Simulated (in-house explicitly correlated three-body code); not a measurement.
Computed with an exponentially correlated three-body code. Model: two electrons around a point charge, non-relativistic, variational in 260 exponentially correlated functions (energies converged to about 1e-7 hartree, or 1e-8 relative for large Z).

For two electrons in a singlet the Kohn-Sham orbital is the square root of half the density, so the exact Kohn-Sham potential and energy parts follow from the density alone, and exchange is minus half the Hartree energy. The Kohn-Sham level equals minus the binding energy of the second electron.

Command:
```bash
python run_hyl.py task.json out
```
Settings (lengths in bohr, energies in hartree):
```
Z                      1.38
interaction_strength   1
functions              260
states_tried           13
```

Cost of the run: 32 s on 1 thread of Intel(R) Xeon(R) Platinum 8488C (Sapphire Rapids), on a shared host.

**Those bound S and P states to n = 4 that converged, binding against the one-electron ion.**

Given: nuclear charge 1.38.

Computed: one-electron threshold -0.9522 hartree.

```
term  energy (hartree)  binding (eV)  quantum defect
1 1S       -1.19443849        6.5916         0.45406
2 3S                 ?             ?               ?
2 1S      -0.977700145       0.69389         0.31734
2 3P      -0.970989232       0.51128        0.039738
2 1P      -0.970286083       0.49215       0.0019961
3 3S      -0.963864396        0.3174         0.51207
3 1S      -0.962167109       0.27122         0.30856
3 3P      -0.960464017       0.22488        0.044214
3 1P      -0.960226612       0.21842      0.00082038
4 3S      -0.958127388       0.16129         0.50991
4 1S                 ?             ?               ?
4 3P      -0.956817352       0.12564        0.045677
4 1P      -0.956713441       0.12282      0.00041682
```

Question: What belongs in the row 2 3S?

Answer: energy (hartree): -0.985163734; binding (eV): 0.89699; quantum defect: 0.52004.

Question: What belongs in the row 4 1S?

Answer: energy (hartree): -0.957490976; binding (eV): 0.14397; quantum defect: 0.30597.

**Converged states only, values per electron or pair.**

```json
{"term": "1 1S", "mean r (bohr)": "1.528", "mean r squared (bohr²)": "3.3375", "mean inverse r (1/bohr)": "1.0685", "mean r12 (bohr)": "2.3922", "mean inverse r12 (1/bohr)": "0.56006", "mean cosine": "-0.088818", "mean p1 dot p2 (bohr⁻²)": "0.080555", "delta r1 (bohr⁻³)": "0.51112", "delta r12 (bohr⁻³)": "0.019042"}
{"term": "2 3S", "mean r (bohr)": "4.9362", "mean r squared (bohr²)": "46.904", "mean inverse r (1/bohr)": "0.76375", "mean r12 (bohr)": "8.8873", "mean inverse r12 (1/bohr)": "0.13762", "mean cosine": "-0.014815", "mean p1 dot p2 (bohr⁻²)": "0.0019124", "delta r1 (bohr⁻³)": "0.42324", "delta r12 (bohr⁻³)": "-"}
{"term": "2 1S", "mean r (bohr)": "6.2245", "mean r squared (bohr²)": "76.42", "mean inverse r (1/bohr)": "0.74889", "mean r12 (bohr)": "11.436", "mean inverse r12 (1/bohr)": "0.11154", "mean cosine": "-0.01022", "mean p1 dot p2 (bohr⁻²)": "0.0025796", "delta r1 (bohr⁻³)": "0.42187", "delta r12 (bohr⁻³)": "0.00067819"}
{"term": "2 3P", "mean r (bohr)": "?", "mean r squared (bohr²)": "?", "mean inverse r (1/bohr)": "?", "mean r12 (bohr)": "?", "mean inverse r12 (1/bohr)": "?", "mean cosine": "?", "mean p1 dot p2 (bohr⁻²)": "?", "delta r1 (bohr⁻³)": "?", "delta r12 (bohr⁻³)": "-"}
{"term": "2 1P", "mean r (bohr)": "7.1166", "mean r squared (bohr²)": "104.42", "mean inverse r (1/bohr)": "0.7374", "mean r12 (bohr)": "13.207", "mean inverse r12 (1/bohr)": "0.094653", "mean cosine": "-0.0069842", "mean p1 dot p2 (bohr⁻²)": "0.0026338", "delta r1 (bohr⁻³)": "0.41821", "delta r12 (bohr⁻³)": "1.448e-05"}
{"term": "3 3S", "mean r (bohr)": "?", "mean r squared (bohr²)": "?", "mean inverse r (1/bohr)": "?", "mean r12 (bohr)": "?", "mean inverse r12 (1/bohr)": "?", "mean cosine": "?", "mean p1 dot p2 (bohr⁻²)": "?", "delta r1 (bohr⁻³)": "?", "delta r12 (bohr⁻³)": "-"}
{"term": "3 1S", "mean r (bohr)": "14.897", "mean r squared (bohr²)": "469.48", "mean inverse r (1/bohr)": "0.71422", "mean r12 (bohr)": "28.736", "mean inverse r12 (1/bohr)": "0.046918", "mean cosine": "-0.0026378", "mean p1 dot p2 (bohr⁻²)": "0.00063935", "delta r1 (bohr⁻³)": "0.41918", "delta r12 (bohr⁻³)": "0.00016949"}
{"term": "3 3P", "mean r (bohr)": "16.435", "mean r squared (bohr²)": "584.55", "mean inverse r (1/bohr)": "0.71204", "mean r12 (bohr)": "31.811", "mean inverse r12 (1/bohr)": "0.044307", "mean cosine": "-0.0036133", "mean p1 dot p2 (bohr⁻²)": "-0.0013168", "delta r1 (bohr⁻³)": "0.4179", "delta r12 (bohr⁻³)": "-"}
{"term": "3 1P", "mean r (bohr)": "16.989", "mean r squared (bohr²)": "623.7", "mean inverse r (1/bohr)": "0.71105", "mean r12 (bohr)": "32.917", "mean inverse r12 (1/bohr)": "0.04205", "mean cosine": "-0.0019846", "mean p1 dot p2 (bohr⁻²)": "0.00088821", "delta r1 (bohr⁻³)": "0.41826", "delta r12 (bohr⁻³)": "4.9887e-06"}
{"term": "4 3S", "mean r (bohr)": "24.615", "mean r squared (bohr²)": "1308", "mean inverse r (1/bohr)": "0.70459", "mean r12 (bohr)": "48.161", "mean inverse r12 (1/bohr)": "0.028414", "mean cosine": "-0.0012081", "mean p1 dot p2 (bohr⁻²)": "0.00015104", "delta r1 (bohr⁻³)": "0.41865", "delta r12 (bohr⁻³)": "-"}
{"term": "4 1S", "mean r (bohr)": "27.518", "mean r squared (bohr²)": "1639", "mean inverse r (1/bohr)": "0.70315", "mean r12 (bohr)": "53.964", "mean inverse r12 (1/bohr)": "0.025703", "mean cosine": "-0.001037", "mean p1 dot p2 (bohr⁻²)": "0.00024819", "delta r1 (bohr⁻³)": "0.41862", "delta r12 (bohr⁻³)": "6.6304e-05"}
{"term": "4 3P", "mean r (bohr)": "30.061", "mean r squared (bohr²)": "1980.1", "mean inverse r (1/bohr)": "0.70228", "mean r12 (bohr)": "59.051", "mean inverse r12 (1/bohr)": "0.024648", "mean cosine": "-0.0015166", "mean p1 dot p2 (bohr⁻²)": "-0.00056946", "delta r1 (bohr⁻³)": "0.41814", "delta r12 (bohr⁻³)": "-"}
{"term": "4 1P", "mean r (bohr)": "30.807", "mean r squared (bohr²)": "2077.9", "mean inverse r (1/bohr)": "0.70185", "mean r12 (bohr)": "60.54", "mean inverse r12 (1/bohr)": "0.023668", "mean cosine": "-0.0008259", "mean p1 dot p2 (bohr⁻²)": "0.00038941", "delta r1 (bohr⁻³)": "0.41826", "delta r12 (bohr⁻³)": "2.1621e-06"}
```

Question: What belongs in the row 2 3P?

Answer: mean r (bohr): 6.7613; mean r squared (bohr²): 94.561; mean inverse r (1/bohr): 0.74038; mean r12 (bohr): 12.507; mean inverse r12 (1/bohr): 0.10148; mean cosine: -0.01213; mean p1 dot p2 (bohr⁻²): -0.0040088; delta r1 (bohr⁻³): 0.41718.

Question: What belongs in the row 3 3S?

Answer: mean r (bohr): 12.801; mean r squared (bohr²): 344.36; mean inverse r (1/bohr): 0.71793; mean r12 (bohr): 24.551; mean inverse r12 (1/bohr): 0.053744; mean cosine: -0.00329; mean p1 dot p2 (bohr⁻²): 0.00041498; delta r1 (bohr⁻³): 0.41934.

**Exact Kohn-Sham parts of the ground state from its density.**

Computed: total energy -1.19443849 hartree; Kohn-Sham kinetic 1.1618 hartree; Hartree energy 1.2668 hartree; exchange energy -0.63338 hartree; DFT correlation energy -0.040694 hartree; kinetic part of the DFT correlation energy 0.032624 hartree; potential part of the DFT correlation energy -0.073318 hartree; exact minus restricted Hartree-Fock -0.040407 hartree; restricted Hartree-Fock level -7.0406 eV; C6 of two such species 32.441 hartree·bohr⁶.

Question: What is the Kohn-Sham level?

Answer: -6.5916 eV.

Question: What is the dipole polarisability?

Answer: 11.465 bohr³.

**Density and exact potentials over r, pair density (one pair, times 4 pi r12^2) and exact minus Kohn-Sham pair density over r12.**

```json
{"radius (bohr)": "0.151", "radial density (electrons/bohr)": "0.19398", "exchange potential (hartree)": "-1.0485", "intracule density (1/bohr)": "0.0061439", "Coulomb hole against Kohn-Sham (1/bohr)": "-0.007495", "correlation potential (hartree)": "-0.056"}
{"radius (bohr)": "0.178", "radial density (electrons/bohr)": "0.25068", "exchange potential (hartree)": "-1.0417", "intracule density (1/bohr)": "0.0086654", "Coulomb hole against Kohn-Sham (1/bohr)": "-0.01013", "correlation potential (hartree)": "-0.052"}
{"radius (bohr)": "0.21", "radial density (electrons/bohr)": "0.32028", "exchange potential (hartree)": "-1.0327", "intracule density (1/bohr)": "0.012248", "Coulomb hole against Kohn-Sham (1/bohr)": "-0.0136", "correlation potential (hartree)": "-0.047"}
{"radius (bohr)": "0.248", "radial density (electrons/bohr)": "0.40375", "exchange potential (hartree)": "-1.021", "intracule density (1/bohr)": "0.017342", "Coulomb hole against Kohn-Sham (1/bohr)": "-0.01813", "correlation potential (hartree)": "-0.042"}
{"radius (bohr)": "0.292", "radial density (electrons/bohr)": "0.49836", "exchange potential (hartree)": "-1.0062", "intracule density (1/bohr)": "0.02437", "Coulomb hole against Kohn-Sham (1/bohr)": "-0.02376", "correlation potential (hartree)": "-0.035"}
{"radius (bohr)": "0.344", "radial density (electrons/bohr)": "0.60371", "exchange potential (hartree)": "-0.98735", "intracule density (1/bohr)": "0.034195", "Coulomb hole against Kohn-Sham (1/bohr)": "-0.03069", "correlation potential (hartree)": "-0.027"}
{"radius (bohr)": "0.406", "radial density (electrons/bohr)": "0.71635", "exchange potential (hartree)": "-0.96358", "intracule density (1/bohr)": "0.047934", "Coulomb hole against Kohn-Sham (1/bohr)": "-0.03896", "correlation potential (hartree)": "-0.018"}
{"radius (bohr)": "0.479", "radial density (electrons/bohr)": "0.82766", "exchange potential (hartree)": "-0.93443", "intracule density (1/bohr)": "0.066653", "Coulomb hole against Kohn-Sham (1/bohr)": "-0.04815", "correlation potential (hartree)": "-0.008"}
{"radius (bohr)": "0.565", "radial density (electrons/bohr)": "0.92794", "exchange potential (hartree)": "-0.89934", "intracule density (1/bohr)": "0.091646", "Coulomb hole against Kohn-Sham (1/bohr)": "-0.05748", "correlation potential (hartree)": "0.003"}
{"radius (bohr)": "0.666", "radial density (electrons/bohr)": "?", "exchange potential (hartree)": "?", "intracule density (1/bohr)": "?", "Coulomb hole against Kohn-Sham (1/bohr)": "?", "correlation potential (hartree)": "?"}
{"radius (bohr)": "0.786", "radial density (electrons/bohr)": "1.0495", "exchange potential (hartree)": "-0.81026", "intracule density (1/bohr)": "0.16465", "Coulomb hole against Kohn-Sham (1/bohr)": "-0.07038", "correlation potential (hartree)": "0.024"}
{"radius (bohr)": "0.927", "radial density (electrons/bohr)": "1.0498", "exchange potential (hartree)": "-0.75671", "intracule density (1/bohr)": "0.21257", "Coulomb hole against Kohn-Sham (1/bohr)": "-0.06946", "correlation potential (hartree)": "0.031"}
{"radius (bohr)": "1.09", "radial density (electrons/bohr)": "1.0032", "exchange potential (hartree)": "-0.69929", "intracule density (1/bohr)": "0.26399", "Coulomb hole against Kohn-Sham (1/bohr)": "-0.06083", "correlation potential (hartree)": "0.036"}
{"radius (bohr)": "1.29", "radial density (electrons/bohr)": "0.90788", "exchange potential (hartree)": "-0.63587", "intracule density (1/bohr)": "0.316", "Coulomb hole against Kohn-Sham (1/bohr)": "-0.04282", "correlation potential (hartree)": "0.037"}
{"radius (bohr)": "1.52", "radial density (electrons/bohr)": "?", "exchange potential (hartree)": "?", "intracule density (1/bohr)": "?", "Coulomb hole against Kohn-Sham (1/bohr)": "?", "correlation potential (hartree)": "?"}
{"radius (bohr)": "1.79", "radial density (electrons/bohr)": "0.62723", "exchange potential (hartree)": "-0.50879", "intracule density (1/bohr)": "0.37489", "Coulomb hole against Kohn-Sham (1/bohr)": "0.008286", "correlation potential (hartree)": "0.028"}
{"radius (bohr)": "2.12", "radial density (electrons/bohr)": "0.46651", "exchange potential (hartree)": "-0.44513", "intracule density (1/bohr)": "0.36267", "Coulomb hole against Kohn-Sham (1/bohr)": "0.0303", "correlation potential (hartree)": "0.02"}
{"radius (bohr)": "2.49", "radial density (electrons/bohr)": "0.32554", "exchange potential (hartree)": "-0.3881", "intracule density (1/bohr)": "0.31858", "Coulomb hole against Kohn-Sham (1/bohr)": "0.03999", "correlation potential (hartree)": "0.013"}
{"radius (bohr)": "2.94", "radial density (electrons/bohr)": "0.20461", "exchange potential (hartree)": "-0.33402", "intracule density (1/bohr)": "0.24718", "Coulomb hole against Kohn-Sham (1/bohr)": "0.03682", "correlation potential (hartree)": "0.007"}
{"radius (bohr)": "3.47", "radial density (electrons/bohr)": "0.11529", "exchange potential (hartree)": "-0.2857", "intracule density (1/bohr)": "0.16628", "Coulomb hole against Kohn-Sham (1/bohr)": "0.02468", "correlation potential (hartree)": "0.003"}
{"radius (bohr)": "4.09", "radial density (electrons/bohr)": "0.057393", "exchange potential (hartree)": "-0.24361", "intracule density (1/bohr)": "0.095097", "Coulomb hole against Kohn-Sham (1/bohr)": "0.01137", "correlation potential (hartree)": "0.001"}
{"radius (bohr)": "4.83", "radial density (electrons/bohr)": "0.024279", "exchange potential (hartree)": "-0.20677", "intracule density (1/bohr)": "0.044482", "Coulomb hole against Kohn-Sham (1/bohr)": "0.002446", "correlation potential (hartree)": "0"}
{"radius (bohr)": "5.69", "radial density (electrons/bohr)": "0.0086858", "exchange potential (hartree)": "-0.17568", "intracule density (1/bohr)": "0.016896", "Coulomb hole against Kohn-Sham (1/bohr)": "-0.0008758", "correlation potential (hartree)": "0"}
```

Question: What belongs in the row 0.666?

Answer: radial density (electrons/bohr): 1.0055; exchange potential (hartree): -0.85812; intracule density (1/bohr): 0.12397; Coulomb hole against Kohn-Sham (1/bohr): -0.06554; correlation potential (hartree): 0.014.

Question: What belongs in the row 1.52?

Answer: radial density (electrons/bohr): 0.77813; exchange potential (hartree): -0.57221; intracule density (1/bohr): 0.35607; Coulomb hole against Kohn-Sham (1/bohr): -0.01822; correlation potential (hartree): 0.034.

The correlation energy of density-functional theory lies 0.29 millihartree below exact minus Hartree-Fock, because the Hartree-Fock density, unlike the exact one, minimises the Hartree-Fock energy.
